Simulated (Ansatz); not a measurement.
All numbers were calculated with Ansatz.

Basis-set series for F₂H₃NbO₃, SMILES `[OH][Nb]([OH])([OH])([F])[F]`. The species carries charge 0 and has multiplicity 1. Nb: def2 effective core potential. All single points use the PBE0-D4/def2-TZVP geometry. It is one conformer, not always the lowest.

| functional | basis | functions | energy (Eh) | HOMO (eV) | LUMO (eV) |
| --- | --- | --- | --- | --- | --- |
| PBE0-D4 | def2-TZVPP | 253 | -484.19111 | -9.56 | -2.14 |
| PBE0-D4 | def2-QZVPP | 456 | -484.21817 | -9.60 | -2.16 |
| ωB97M-V | def2-TZVPP | 253 | -484.42656 | -11.99 | 0.05 |
| ωB97M-V | def2-QZVPP | 456 | -484.45248 | -12.03 | 0.00 |

(1) Give the rows for def2-SVP. (An estimate is asked.)

## Answers

(1) The calculation gave: 
```csv
functional,basis,functions,energy (Eh),HOMO (eV),LUMO (eV)
PBE0-D4,def2-SVP,116,-483.64560,-9.46,-2.09
ωB97M-V,def2-SVP,116,-483.86974,-11.87,0.12
```

Positive LUMOs are unbound and depend on the basis.
